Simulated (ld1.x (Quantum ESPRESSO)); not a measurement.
**Nd: one change to an RRKJ potential, before and after**

* Element: neodymium
* Generator: ld1.x (Quantum ESPRESSO) 7.5
* Type: norm-conserving RRKJ (Kleinman–Bylander form)
* Functional: LDA (PZ)
* Relativity: scalar-relativistic
* Frozen core: [Kr] 4d10
* Valence charge: 14
* Reference configuration: 4f4 5s2 5p6 5d0 6s0 6p0 (charge +2)
* Partial waves: 5s (bound): rc 1.60 bohr; 5p (bound): rc 2.50 bohr; 5d (bound, empty): rc 2.85 bohr; 4f (bound): rc 1.10 bohr
* Local potential: all-electron potential smoothed inside 1.70 bohr (lloc = -1)
* Core correction: Bessel-smoothed model core inside 1.00 bohr
* rho0: 0.02

Change: wave 4f (bound): rc 1.10 bohr becomes 4f (bound): rc 1.64 bohr.

Cutoffs: the cutoffs (Ry, on a coarse ladder) from which the occupation-weighted sum of valence levels, in a spherical-Bessel basis at the reference potential, stays within 10 and 1 mRy of its value at 400 Ry; they do not see the model core or the augmentation charge, which bear on the density cutoff. Errors are all-electron minus pseudo energies relative to the spin-unpolarised reference configuration.

Q: Predict the effect on cutoff, ghosts and configuration errors.

A: The potential gets softer (180 Ry and 230 Ry → 80 Ry and 120 Ry); of the 9 tests that both files solve, the error grows in 4 and shrinks in 0 by more than 15 % and 0.3 meV (median size 233.3 → 402.4 meV); neither file shows a bound ghost. A larger radius leaves more room for a smooth pseudo-wave, so fewer plane waves are needed. More of the atom is replaced by a form fitted at one configuration, so other configurations suffer.

```tsv
quantity	base	changed
cutoff, loose	180 Ry	80 Ry
cutoff, tight	230 Ry	120 Ry
loose cutoff by channel (10 mRy a level)	s 50 Ry, p 10 Ry, f 160 Ry	s 50 Ry, p 10 Ry, f 80 Ry
bound ghosts	none	none
error for 4f4 5s2 5p6 5d0 6s2 6p0, meV [ΔE -16.99 eV]	+322	+320
error for 4f4 5s2 5p6 5d0 6s1 6p0, meV [ΔE -10.99 eV]	+233	+232
error for 4f3 5s2 5p6 5d0 6s0 6p0, meV [ΔE 22.76 eV]	+72	+402
error for 4f4 5s2 5p6 5d0 6s0 6p2, meV [ΔE -11.98 eV]	+93	+94
error for 4f4 5s2 5p6 5d0 6s1 6p1, meV [ΔE -14.56 eV]	+222	+221
error for 4f3 5s2 5p6 5d0 6s2 6p0, meV [ΔE -8.57 eV]	+1197	+1392
error for 4f4 5s1 5p6 5d0 6s2 6p0, meV [ΔE 28.87 eV]	+738	+756
error for 4f4 5s2 5p6 5d0 6s0 6p0 (spin-polarised), meV [ΔE -2.37 eV]	+233	+712
error for 4f4 5s2 5p6 5d0 6s2 6p0 (spin-polarised), meV [ΔE -19.29 eV]	+529	+989
s: phases at 3.12 bohr within 0.05 rad from the reference energy up to (Ry; the scan ends near 5)	-1.3	-1.3
p: phases at 3.12 bohr within 0.05 rad from the reference energy up to (Ry; the scan ends near 5)	-0.6	-0.6
d: phases at 3.12 bohr within 0.05 rad from the reference energy up to (Ry; the scan ends near 5)	1.5	1.5
f: phases at 3.12 bohr within 0.05 rad from the reference energy up to (Ry; the scan ends near 5)	0.3	0.1
```
